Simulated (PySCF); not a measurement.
## Krypton: a sound run and one with changed settings

Sound run: Kr⁺ [Ar] 3d10 4s2 4p5, Kr²⁺ [Ar] 3d10 4s2 4p4. Calculation: PySCF 2.14, in x2c-SVPall (5s4p3d, 32 functions); the spin-free X2C one-electron Hamiltonian (Gaussian nucleus). The sound run starts from symmetry-adapted Hartree-Fock orbitals and uses a fine grid where one is needed.

A second run was set up differently.

| species | method | sound run (hartree) | changed run (hartree) | converged |
| --- | --- | --- | --- | --- |
| Kr⁺ | UHF | -2787.20387 | -2787.20387 | yes |
| Kr⁺ | M06-2X | -2789.14674 | -2790.31055 | yes |
| Kr⁺ | M06-L | -2788.91240 | -2787.47423 | yes |
| Kr²⁺ | UHF | -2786.34367 | -2786.34367 | yes |
| Kr²⁺ | M06-2X | -2788.25073 | -2789.31655 | yes |
| Kr²⁺ | M06-L | -2788.01512 | -2786.37291 | yes |

Ionisation energy of Kr⁺:

```tsv
method	sound run (eV)	changed run (eV)
UHF	23.407	23.407
M06-2X	24.382	27.048
M06-L	24.416	29.968
```

(1) What was changed?
A. too few SCF iterations
B. radial grid too coarse
C. all electrons correlated in a valence basis
D. level shift left on

Answers

(1) B. It used radial step 1.2 in ln r (0.13 in the sound run). A coarse radial grid mis-integrates the density and the exchange-correlation energy, with errors of either sign; Hartree-Fock needs no grid.
